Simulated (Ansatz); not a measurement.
Reaction: SF2 (SMILES FSF) + H+ → HSF2+ (SMILES F[SH+]F)
Each species at its own B3LYP-D3(BJ)/def2-TZVP minimum (Ansatz, a program for electronic structure).

Total energies in hartree (Ansatz). Open shells are spin-unrestricted; no spin-orbit coupling. Correlated methods leave the cores frozen. No relativity.

```csv
species,HF/cc-pV(T+d)Z,CCSD(T)/cc-pV(T+d)Z,HF/cc-pV(Q+d)Z,CCSD(T)/cc-pV(Q+d)Z,CCSDT(Q)/cc-pV(T+d)Z
"1: SF2 (fluoro thiohypofluorite, SMILES FSF)",-596.44189,-597.15428,-596.46575,-597.24113,-597.15618
2: HSF2+ (SMILES F[SH+]F),-596.71132,-597.42394,-596.73504,-597.50761,-597.42572
```

Work out the proton affinity (electronic), positive where energy is released in kcal/mol: take Hartree-Fock from cc-pV(Q+d)Z, extrapolate the CCSD(T) correlation energy as X^-3 (X = 3, 4), and add CCSDT(Q) - CCSD(T) in cc-pV(T+d)Z. 1 hartree = 627.51 kcal/mol.


Species 1: correlation (64·(-0.77538) - 27·(-0.71239))/37 = -0.82135; step -0.00190; E1 = -596.46575 + (-0.82135) + (-0.00190) = -597.28900
H+ has no electrons: E = 0
Species 2: correlation (64·(-0.77257) - 27·(-0.71262))/37 = -0.81632; step -0.00178; E2 = -596.73504 + (-0.81632) + (-0.00178) = -597.55314
+1·E1 -1·E2 = 0.26414 hartree = 165.8 kcal/mol.
